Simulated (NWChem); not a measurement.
Everything below was run with NWChem. System: H₄GeN₂, charge 0, spin multiplicity 1, at a geometry optimised with B3LYP/def2-SVP. The structure started from a generated list of species. Level: G0W0@PBE0/def2-TZVPP, RI basis def2-tzvpp-rifit.

Part of the output:

```
             Northwest Computational Chemistry Package (NWChem) 7.3.0
             --------------------------------------------------------

                                NWChem Input Module
                                -------------------

 Scaling coordinates for geometry "geometry" by  1.889725989
 (inverse scale =  0.529177249)

 Turning off AUTOSYM since
 SYMMETRY directive was detected!

                             Geometry "geometry" -> ""
                             -------------------------

 Output coordinates in angstroms (scale by  1.889725989 to convert to a.u.)

  No.       Tag          Charge          X              Y              Z
 ---- ---------------- ---------- -------------- -------------- --------------
    1 Ge                  32.0000     0.00000000     0.00000000     0.46487600
    2 N                    7.0000     1.38145300     0.00000000    -0.74821600
    3 H                    1.0000     2.34786400     0.00000000    -0.43727000
    4 H                    1.0000     1.31073600     0.00000000    -1.76323700
    5 N                    7.0000    -1.38145300     0.00000000    -0.74821600
    6 H                    1.0000    -1.31073600     0.00000000    -1.76323700
    7 H                    1.0000    -2.34786400     0.00000000    -0.43727000

 Effective nuclear repulsion energy (a.u.)     185.2494055212

            Nuclear Dipole moment (a.u.)
            ----------------------------
        X                 Y               Z
 ---------------- ---------------- ----------------
    -0.0000000000     0.0000000000    -0.0000113384

      Symmetry information
      --------------------

 Group name             C2v
 Group number             16
 Group order               4
 No. of unique centers     4

      Symmetry unique atoms

     1    2    3    4


 Summary of "ao basis" -> "" (spherical)
 ------------------------------------------------------------------------------
       Tag                 Description            Shells   Functions and Types
 ---------------- ------------------------------  ------  ---------------------
 *                         def2-tzvpp                 on all atoms

 new library libraries.bse/

 Summary of "ri basis" -> "" (spherical)
 ------------------------------------------------------------------------------
       Tag                 Description            Shells   Functions and Types
 ---------------- ------------------------------  ------  ---------------------
 *                      def2-tzvpp-rifit              on all atoms

                                 NWChem DFT Module
                                 -----------------

 Summary of "ao basis" -> "ao basis" (spherical)
 ------------------------------------------------------------------------------
       Tag                 Description            Shells   Functions and Types
 ---------------- ------------------------------  ------  ---------------------
 Ge                        def2-tzvpp               16       48   6s5p4d1f
 N                         def2-tzvpp               11       31   5s3p2d1f
 H                         def2-tzvpp                6       14   3s2p1d

 Summary of "ao basis" -> "ao basis" (spherical)
 ------------------------------------------------------------------------------
       Tag                 Description            Shells   Functions and Types
 ---------------- ------------------------------  ------  ---------------------
 Ge                        def2-tzvpp               16       48   6s5p4d1f
 N                         def2-tzvpp               11       31   5s3p2d1f
 H                         def2-tzvpp                6       14   3s2p1d

      Symmetry analysis of basis
      --------------------------

        a1         62
        a2         23
        b1         52
        b2         29

            General Information
            -------------------
          SCF calculation type: DFT
          Wavefunction type:  closed shell.
          No. of atoms     :     7
          No. of electrons :    50
           Alpha electrons :    25
            Beta electrons :    25
          Charge           :     0
          Spin multiplicity:     1
          Use of symmetry is: on ; symmetry adaption is: on
[...]
   Bfn.  Coefficient  Atom+Function         Bfn.  Coefficient  Atom+Function
  ----- ------------  ---------------      ----- ------------  ---------------
    55      0.260722  2 N  py               114      0.260722  5 N  py
    58      0.227743  2 N  py               117      0.227743  5 N  py
    17      0.201738  1 Ge py                61      0.196564  2 N  py
   120      0.196564  5 N  py                20      0.148753  1 Ge py
    11     -0.095890  1 Ge py                23      0.044476  1 Ge d -1

 Vector   24  Occ=2.000000D+00  E=-2.537543D-01  Symmetry=a2
              MO Center=  1.7D-14, -3.1D-16, -7.3D-01, r^2= 2.9D+00
   Bfn.  Coefficient  Atom+Function         Bfn.  Coefficient  Atom+Function
  ----- ------------  ---------------      ----- ------------  ---------------
    55      0.302995  2 N  py               114     -0.302995  5 N  py
    58      0.261843  2 N  py               117     -0.261843  5 N  py
    61      0.251671  2 N  py               120     -0.251671  5 N  py
    22     -0.059317  1 Ge d -2              32      0.032436  1 Ge d -2
    37      0.032513  1 Ge d -2

 Vector   25  Occ=2.000000D+00  E=-2.518715D-01  Symmetry=a1
              MO Center=  3.4D-15, -1.9D-15,  6.7D-01, r^2= 2.6D+00
   Bfn.  Coefficient  Atom+Function         Bfn.  Coefficient  Atom+Function
  ----- ------------  ---------------      ----- ------------  ---------------
     6      0.508424  1 Ge s                  5      0.393716  1 Ge s
    18      0.323398  1 Ge pz                21      0.273335  1 Ge pz
     4     -0.192818  1 Ge s                 12     -0.151962  1 Ge pz
     3     -0.150866  1 Ge s                 53     -0.118819  2 N  s
   112     -0.118819  5 N  s                 52     -0.115107  2 N  s

 Vector   26  Occ=0.000000D+00  E=-2.321877D-02  Symmetry=b2
              MO Center=  1.7D-14, -9.4D-16,  4.4D-01, r^2= 3.2D+00
   Bfn.  Coefficient  Atom+Function         Bfn.  Coefficient  Atom+Function
  ----- ------------  ---------------      ----- ------------  ---------------
    20      0.764725  1 Ge py                17      0.417598  1 Ge py
    61     -0.239955  2 N  py               120     -0.239955  5 N  py
    11     -0.189626  1 Ge py                55     -0.159452  2 N  py
   114     -0.159452  5 N  py                58     -0.124958  2 N  py
   117     -0.124958  5 N  py                 8      0.072672  1 Ge py

 Vector   27  Occ=0.000000D+00  E= 2.990523D-02  Symmetry=b1
              MO Center= -1.2D-13, -2.1D-15,  1.6D-01, r^2= 6.8D+00
   Bfn.  Coefficient  Atom+Function         Bfn.  Coefficient  Atom+Function
  ----- ------------  ---------------      ----- ------------  ---------------
    53      1.427672  2 N  s                112     -1.427672  5 N  s
    19     -1.141030  1 Ge px                82     -0.611100  3 H  s
   155      0.611100  7 H  s                 96     -0.465681  4 H  s
   141      0.465681  6 H  s                 16     -0.276560  1 Ge px
    62      0.191190  2 N  pz               121     -0.191190  5 N  pz

 Vector   28  Occ=0.000000D+00  E= 3.792518D-02  Symmetry=a1
              MO Center=  1.6D-13,  3.3D-15, -1.5D+00, r^2= 7.0D+00
   Bfn.  Coefficient  Atom+Function         Bfn.  Coefficient  Atom+Function
  ----- ------------  ---------------      ----- ------------  ---------------
    53      1.364983  2 N  s                112      1.364983  5 N  s
    96     -0.998532  4 H  s                141     -0.998532  6 H  s
    82     -0.668267  3 H  s                155     -0.668267  7 H  s
    21      0.409848  1 Ge pz                62     -0.355237  2 N  pz
   121     -0.355237  5 N  pz                95     -0.148564  4 H  s

 center of mass
 --------------
 x =  -0.00000000 y =   0.00000000 z =   0.16005385

 moments of inertia (a.u.)
 ------------------
         134.078466866182           0.000000000000           0.000000000000
           0.000000000000         376.987297595073           0.000000000000
           0.000000000000           0.000000000000         242.908830728891

     Multipole analysis of the density
     ---------------------------------

     L   x y z        total         alpha         beta         nuclear
     -   - - -        -----         -----         ----         -------
     0   0 0 0     -0.000000    -25.000000    -25.000000     50.000000

     1   1 0 0     -0.000000     -0.000000     -0.000000     -0.000000
     1   0 1 0     -0.000000     -0.000000     -0.000000      0.000000
     1   0 0 1     -0.541638     -0.270814     -0.270814     -0.000011

     2   2 0 0    -18.385773    -82.718890    -82.718890    147.052007
     2   1 1 0      0.000000      0.000000      0.000000      0.000000
     2   1 0 1      0.000000      0.000000      0.000000      0.000000
     2   0 2 0    -23.885884    -11.942942    -11.942942      0.000000
     2   0 1 1      0.000000      0.000000      0.000000      0.000000
     2   0 0 2    -21.047450    -48.651104    -48.651104     76.254759

 Task  times  cpu:       16.2s     wall:       16.2s

                                NWChem Input Module
                                -------------------

                                 NWChem GW Module
                                 ----------------

                             ***********************
                             ***        GW       ***
                             ***********************

 Summary of "ri basis" -> "ri basis" (spherical)
 ------------------------------------------------------------------------------
       Tag                 Description            Shells   Functions and Types
 ---------------- ------------------------------  ------  ---------------------
 Ge                     def2-tzvpp-rifit            37      159   10s9p8d5f4g1h
 N                      def2-tzvpp-rifit            22       76   8s6p4d3f1g
 H                      def2-tzvpp-rifit            10       30   4s3p2d1f

                 Memory Information
                 ------------------
          Available GA per process is          1699.8 MBs
          Available stack per process is        700.0 MBs
          Available heap per process is           0.0 MBs

          Peak memory in Initialization
              Peak GA per process is                 16.4 MBs
              Peak stack per process is               0.3 MBs
              Peak heap per process is               17.0 MBs
              Memory not in MA per process            0.0 MBs

          Peak memory in CDGW Calculation
              Peak GA per process is                 19.4 MBs
              Peak stack per process is               2.8 MBs
              Peak heap per process is                3.4 MBs
              Memory not in MA per process            0.0 MBs

          Computing 2-center integrals
          Computing Inverse Cholesky factor
          Computing 3-center integrals
          Computing Vxc

          Computing Sigma_x
          Computing W(iw) on the imaginary grid
          Solving quasiparticle equations

                  Alpha Orbitals
          State     Energy (eV)     Error (eV)
          -----------------------------------
@GW        22        -12.713           0.002
@GW        23         -9.925           0.004
@GW        24         -8.792           0.004
@GW        25         -8.866           0.002
@GW        26          1.431           0.002
@GW        27          2.573           0.004

     GW Timing Statistics
   ------------------------
   Init.   :          0.1s
     ERIs  :          1.8s
     Distr.:          0.0s
     Vxc   :          2.1s
   Vmo     :          0.0s
   iW      :          3.5s
   I_n     :          0.0s
   R_n     :          0.4s
   GW total:          8.0s

 Task  times  cpu:        8.0s     wall:        8.0s

 Total times  cpu:       24.2s     wall:       24.2s
```

Task: Write an NWChem input that would produce this output.

Result: Several could match; the one computed here: 
```
start mol
memory heap 200 mb stack 700 mb global 1700 mb
geometry units angstroms nocenter noautoz
  Ge     0.000000     0.000000     0.464876
  N      1.381453     0.000000    -0.748216
  H      2.347864     0.000000    -0.437270
  H      1.310736     0.000000    -1.763237
  N     -1.381453     0.000000    -0.748216
  H     -1.310736     0.000000    -1.763237
  H     -2.347864     0.000000    -0.437270
  symmetry group C2v
end
basis spherical
  * library def2-tzvpp
end
basis "ri basis" bse spherical
  * library def2-tzvpp-rifit
end
dft
  xc pbe0
  iterations 100
  direct
  tolerances tight
end
task dft energy
gw
  method cdgw
  states alpha occ 4 vir 2
end
task dft gw
```
